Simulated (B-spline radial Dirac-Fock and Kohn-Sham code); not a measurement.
## Cu: eigenvalues, ΔSCF and the reference

System: neutral copper, configuration [Ar] 3d9 4s1 4p1 (an excited configuration).

The density-functional columns are spherical, spin-unpolarised Dirac-Kohn-Sham results without Breit or QED terms: −ε is minus the orbital energy of the initial state and ΔSCF the difference of two total energies. The reference in the last column comes from multi-electron Dirac-Fock with separately optimised hole states, Breit and Lamb-shift corrections added in first order. All numbers are from a B-spline atomic structure program, in eV; a selection of levels is shown. For the 1s level of heavy atoms much of the gap between ΔSCF and the reference is the Breit and QED part, -16.2 eV here; for other levels the error of the functional can be larger.

```csv
level,LDA −ε,LDA ΔSCF,Dirac-Fock
K,8838.3,9011.3,8995.4
L1,1067.8,1092.6,1116.5
L2,937.5,968.4,969.0
L3,917.1,947.3,949.0
M2,81.01,89.25,94.16
M3,78.39,86.57,91.60
"M4,5",11.84,19.13,15.81
N1,7.37,11.06,9.61
"N2,3",2.26,4.96,4.23
```

Values without a named source are computed, but for edge energies of neutral atoms, which are taken from tables.
